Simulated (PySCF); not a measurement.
**Gas-phase thermal properties of SnF₄**

Computed with PySCF (xtb for GFN2) and rigid-rotor harmonic-oscillator thermochemistry at 1 bar. All species are closed-shell singlets. Sn: scalar-relativistic def2 core potential, no spin-orbit coupling. The harmonic model lacks anharmonicity and excited electronic states, which grow with temperature; levels with a mode under 35 cm⁻¹ are left out.

| level | point group | σ | ZPE (kJ/mol) | S°298 (J/mol/K) | Cp298 (J/mol/K) | S°1000 (J/mol/K) | H1000 − H298 (kJ/mol) |
|---|---|---|---|---|---|---|---|
| GFN2-xTB | Td | 12 | 12.2 | 363.0 | 98.7 | 489.1 | 73.7 |
| PBE/def2-SVP | Td | 12 | 20.0 | 329.5 | 88.7 | 449.8 | 70.9 |
| PBE0/def2-TZVP | Td | 12 | 21.3 | 324.4 | 87.1 | 443.6 | 70.4 |
σ: rotational symmetry number. Electronic degeneracy used: 1. Frequencies are unscaled.
